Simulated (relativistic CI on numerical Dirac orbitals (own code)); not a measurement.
# Ni³⁺: M2,3 absorption edge

Computed with this model: Dirac-Coulomb-Breit CI, KLI orbitals optimised for each configuration, model QED, multiplet model of core-to-valence dipole absorption, unscaled Slater integrals; configurations [Ar] 3d7 → [Ne] 3s2 3p5 3d8; 300 K; Lorentzian 0.48 eV and Gaussian 0.3 eV FWHM. Energies are those of the free ion, without screening or charge transfer. The branching ratio is the share of the lower-energy edge in the whole absorption, uncertain by about 0.02 where the edges overlap. S is read from ⟨S²⟩ = S(S + 1).

Field parameters in Wybourne normalisation: Td as Oh with Dq negative (B⁴₀ = 21Dq, B⁴₄ = √(5/14) B⁴₀). The field is a parameter set, without covalency.

free ion: ground-state S = 1.50, centroid 71.44 eV. Peaks (eV, height): 63.9 (19), 68.9 (13), 70.3 (100), 71.3 (44), 74.9 (89).

Td, 10Dq = -1800 cm⁻¹: ground-state S = 1.50, centroid 71.63 eV. Peaks (eV, height): 64.1 (17), 64.7 (11), 69.0 (14), 70.5 (100), 71.4 (63), 75.0 (94).

Td, 10Dq = -4150 cm⁻¹: ground-state S = 1.50, centroid 71.84 eV. Peaks (eV, height): 64.5 (14), 65.0 (14), 69.4 (14), 70.9 (100), 71.7 (86), 75.3 (86).

Td, 10Dq = -6450 cm⁻¹: ground-state S = 1.50, centroid 72.00 eV. Peaks (eV, height): 65.4 (15), 66.3 (14), 69.7 (13), 71.3 (100), 72.0 (96), 75.7 (71).

Td, 10Dq = -8750 cm⁻¹: ground-state S = 1.50, centroid 72.13 eV. Peaks (eV, height): 65.9 (15), 66.7 (17), 70.0 (12), 71.9 (100), 72.2 (99), 76.0 (55).

Td, 10Dq = -11050 cm⁻¹: ground-state S = 1.50, centroid 72.26 eV. Peaks (eV, height): 67.0 (20), 70.2 (11), 72.4 (100), 76.3 (42).

Strongest unbroadened transitions for free ion:

| Energy (eV) | Relative strength |
| --- | --- |
| 63.86 | 19.7 |
| 64.41 | 0.0 |
| 64.55 | 4.6 |
| 65.06 | 0.3 |
| 68.83 | 10.0 |
| 70.31 | 100.0 |
| 70.64 | 0.2 |
| 70.78 | 26.1 |
| 71.11 | 0.1 |
| 71.34 | 0.0 |
| 71.35 | 31.9 |
| 71.48 | 4.6 |
| 74.38 | 0.1 |
| 74.55 | 0.3 |
| 74.74 | 0.1 |
| 74.88 | 97.9 |
| 78.56 | 0.3 |
| 85.51 | 0.1 |
